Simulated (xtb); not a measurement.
C$_{3}$H$_{12}$Si$_{3}$, charge -1, doublet, from a rough starting geometry (a state made from the parent by changing its charge; the spin is typed, not shown lowest); GFN2-xTB (xtb).

The xtb input:
```
$ xtb mol.xyz --gfn 2 --chrg -1 --uhf 1 --opt vtight --json

# file mol.xyz
18

C     -0.73287666     1.28634743    -1.03924091
Si     1.04305027     1.44536335    -0.39963655
C      1.80696423    -0.33808991    -0.12821708
Si     0.71266146    -1.41982250     0.95380107
C     -1.04204542    -1.44824107     0.29233633
Si    -1.88425079     0.26256436     0.13257716
H     -0.70312094     0.89050669    -2.04727226
H     -1.15988798     2.32504541    -1.08424708
H      1.86960816     2.27717460    -1.32860248
H      1.14619822     2.14609651     0.89706448
H      1.86579373    -0.76345050    -1.19670704
H      2.80703922    -0.20820779     0.18814073
H      1.33459254    -2.73195877     1.03909579
H      0.76799831    -0.83716983     2.38931222
H     -1.65356835    -2.04176235     0.96462931
H     -1.04433386    -1.95894039    -0.61536281
H     -1.94059230     0.89026601     1.46678607
H     -3.15924244     0.11844809    -0.46696970
```

What the program printed (banner, timings and long lists left out):

```
   ID    Z sym.   atoms
    1    6 C      1, 3, 5
    2   14 Si     2, 4, 6
    3    1 H      7-18

           -------------------------------------------------
          |                Calculation Setup                |
           -------------------------------------------------

           -------------------------------------------------
          |                 G F N 2 - x T B                 |
           -------------------------------------------------

          ...................................................
          :                      SETUP                      :
          :.................................................:
          :  # basis functions                  54          :
          :  # atomic orbitals                  51          :
          :  # shells                           27          :
          :  # electrons                        37          :
          :  max. iterations                   250          :
          :  Hamiltonian                  GFN2-xTB          :
          :  restarted?                      false          :
          :  GBSA solvation                  false          :
          :  PC potential                    false          :
          :  electronic temp.          300.0000000     K    :
          :  accuracy                    1.0000000          :
          :  -> integral cutoff          0.2500000E+02      :
          :  -> integral neglect         0.1000000E-07      :
          :  -> SCF convergence          0.1000000E-05 Eh   :
          :  -> wf. convergence          0.1000000E-03 e    :
          :  Broyden damping             0.4000000          :
          :  net charge                         -1          :
          :  unpaired electrons                  1          :
          ...................................................

 iter      E             dE          RMSdq      gap      omega  full diag
   1    -17.8642776 -0.178643E+02  0.515E+00    0.08       0.0  T
   2    -17.9858436 -0.121566E+00  0.338E+00    0.07       1.0  T
   3    -17.9441733  0.416703E-01  0.378E+00    0.26       1.0  T
   4    -18.0103183 -0.661450E-01  0.205E+00    0.03       1.0  T
   5    -18.0145203 -0.420203E-02  0.115E+00    0.06       1.0  T
   6    -17.9977952  0.167252E-01  0.189E+00    0.09       1.0  T
   7    -18.0097697 -0.119745E-01  0.145E+00    0.10       1.0  T
   8    -18.0155206 -0.575094E-02  0.452E-01    0.13       1.0  T
   9    -18.0160767 -0.556087E-03  0.377E-01    0.12       1.0  T
  10    -18.0160746  0.215634E-05  0.376E-01    0.12       1.0  T
  11    -18.0163616 -0.287049E-03  0.148E-01    0.14       1.0  T
  12    -18.0163469  0.147541E-04  0.153E-01    0.14       1.0  T
  13    -18.0163807 -0.338554E-04  0.957E-02    0.14       1.0  T
  14    -18.0163972 -0.165097E-04  0.456E-02    0.15       1.0  T
  15    -18.0164031 -0.589352E-05  0.159E-02    0.15       1.5  T
  16    -18.0164036 -0.468325E-06  0.862E-03    0.15       2.7  T
  17    -18.0164037 -0.739748E-07  0.472E-03    0.15       5.0  T
  18    -18.0164037 -0.370713E-08  0.440E-03    0.15       5.4  T
  19    -18.0164037 -0.431260E-07  0.764E-04    0.15      30.9  T
  20    -18.0164037 -0.108012E-08  0.506E-04    0.15      46.5  T

   *** convergence criteria satisfied after 20 iterations ***

         :::::::::::::::::::::::::::::::::::::::::::::::::::::
         ::                     SUMMARY                     ::
         :::::::::::::::::::::::::::::::::::::::::::::::::::::
         :: total energy             -17.791894921662 Eh    ::
         :: gradient norm              0.094838093166 Eh/a0 ::
         :: HOMO-LUMO gap              0.147168127055 eV    ::
         ::.................................................::
         :: SCC energy               -18.016331125527 Eh    ::
         :: -> isotropic ES            0.115545557815 Eh    ::
         :: -> anisotropic ES          0.014981938455 Eh    ::
         :: -> anisotropic XC          0.005195029601 Eh    ::
[...]
 * total energy  :   -17.8096297 Eh     change       -0.4008823E-05 Eh
 * total energy  :   -17.8096314 Eh     change       -0.1635998E-05 Eh
 * total energy  :   -17.8096321 Eh     change       -0.6996741E-06 Eh
 * total energy  :   -17.8096325 Eh     change       -0.4124221E-06 Eh
 * total energy  :   -17.8096329 Eh     change       -0.4661094E-06 Eh
 * total energy  :   -17.8096334 Eh     change       -0.4871838E-06 Eh
 * total energy  :   -17.8096340 Eh     change       -0.5347184E-06 Eh
 * total energy  :   -17.8096344 Eh     change       -0.4951407E-06 Eh
 * total energy  :   -17.8096349 Eh     change       -0.4859013E-06 Eh
 * total energy  :   -17.8096352 Eh     change       -0.3021363E-06 Eh
 * total energy  :   -17.8096354 Eh     change       -0.1398385E-06 Eh
 * total energy  :   -17.8096354 Eh     change       -0.4676640E-07 Eh
   *** GEOMETRY OPTIMIZATION CONVERGED AFTER 22 ITERATIONS ***
         :: total energy             -17.809635424732 Eh    ::
[...]
             Fermi-level           -0.0668530 Eh           -1.8192 eV

     #   Z          covCN         q      C6AA      α(0)
     1   6 C        3.589    -0.234    25.988     7.388
     2  14 Si       3.641     0.369   100.889    19.263
     3   6 C        3.598    -0.233    25.877     7.361
     4  14 Si       3.647     0.353   101.260    19.295
     5   6 C        3.598    -0.233    25.877     7.361
     6  14 Si       3.641     0.369   100.895    19.263
     7   1 H        0.924    -0.039     3.826     3.059
     8   1 H        0.924    -0.049     4.070     3.155
     9   1 H        0.911    -0.181     9.476     4.815
    10   1 H        0.914    -0.173     8.996     4.691
    11   1 H        0.924    -0.039     3.841     3.065
    12   1 H        0.924    -0.061     4.363     3.267
    13   1 H        0.907    -0.196    10.497     5.068
    14   1 H        0.889    -0.200    10.861     5.158
    15   1 H        0.924    -0.061     4.363     3.267
    16   1 H        0.924    -0.039     3.840     3.065
    17   1 H        0.914    -0.173     8.992     4.690
    18   1 H        0.911    -0.181     9.474     4.815

 Mol. C6AA /au·bohr⁶  :       5721.190215
 Mol. C8AA /au·bohr⁸  :     194187.149514
 Mol. α(0) /au        :        128.045662

Wiberg/Mayer (AO) data.
largest (>0.10) Wiberg bond orders for each atom

 ---------------------------------------------------------------------------
     #   Z sym  total        # sym  WBO       # sym  WBO       # sym  WBO
 ---------------------------------------------------------------------------
     1   6 C    3.933 --     8 H    0.997     7 H    0.990     2 Si   0.872
                             6 Si   0.872
     2  14 Si   3.801 --     3 C    0.887     1 C    0.872    10 H    0.868
                             9 H    0.857     4 Si   0.177     6 Si   0.110
     3   6 C    3.939 --    12 H    1.007    11 H    0.994     2 Si   0.887
                             4 Si   0.858
     4  14 Si   3.775 --     5 C    0.858     3 C    0.858    14 H    0.856
                            13 H    0.845     6 Si   0.178     2 Si   0.177
     5   6 C    3.939 --    15 H    1.007    16 H    0.994     6 Si   0.886
                             4 Si   0.858
     6  14 Si   3.800 --     5 C    0.886     1 C    0.872    17 H    0.868
                            18 H    0.857     4 Si   0.178     2 Si   0.110
     7   1 H    0.999 --     1 C    0.990
     8   1 H    0.998 --     1 C    0.997
     9   1 H    0.966 --     2 Si   0.857
    10   1 H    0.970 --     2 Si   0.868
    11   1 H    0.998 --     3 C    0.994
    12   1 H    0.996 --     3 C    1.007
    13   1 H    0.960 --     4 Si   0.845
    14   1 H    0.960 --     4 Si   0.856
    15   1 H    0.996 --     5 C    1.007
    16   1 H    0.998 --     5 C    0.994
    17   1 H    0.970 --     6 Si   0.868
    18   1 H    0.966 --     6 Si   0.857
 ---------------------------------------------------------------------------

Topologies differ in total number of bonds
Writing topology from bond orders to xtbtopo.mol

molecular dipole:
                 x           y           z       tot (Debye)
 q only:       -0.112       0.087      -0.436
   full:       -0.108      -0.018      -0.668       1.719
molecular quadrupole (traceless):
                xx          xy          yy          xz          yz          zz
 q only:       -4.282      -0.284      -1.518      -0.294       5.021       5.799
  q+dip:       -6.444      -0.193      -3.340       0.220       6.443       9.785
   full:       -5.131      -0.039      -2.992       0.315       4.929       8.123

optimized geometry written to: xtbopt.xyz

           -------------------------------------------------
          | TOTAL ENERGY              -17.809635424732 Eh   |
          | GRADIENT NORM               0.000036378159 Eh/α |
          | HOMO-LUMO GAP               0.848860793252 eV   |
           -------------------------------------------------
```
